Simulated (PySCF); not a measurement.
Input file for PySCF: R-BP86/6-31G* on CH5BFN (SMILES CB(N)F), a point of a torsion scan.

```python
from pyscf import gto, scf, dft, mp
from pyscf.data.elements import chemcore

mol = gto.M(
    atom='''
    C    -1.19239238   -0.03289714   -0.23547376
    B     0.22061702   -0.08378649    0.47916442
    N     1.43001653    0.18888010   -0.15680464
    F     0.26759809   -0.23902114    1.81099814
    H    -1.69932194   -0.99130279   -0.14268038
    H    -1.12503055    0.20723862   -1.29220873
    H    -1.83806859    0.70312659    0.23774065
    H     2.30967074   -0.13934019    0.20447271
    H     1.47306189    0.35285944   -1.14792531
    ''',
    basis='6-31g*',
    cart=True,
    charge=0, spin=0, verbose=3, max_memory=1800)
mf = dft.RKS(mol, xc='b88,p86')
mf.conv_tol = 1e-8
mf.max_cycle = 100
mf.kernel()
if not mf.converged:
    mf = mf.newton().run(mf.mo_coeff, mf.mo_occ)
```

It printed:

```
converged SCF energy = -220.65511133372
```

The run converged.

Cost: roughly 8 core-seconds.
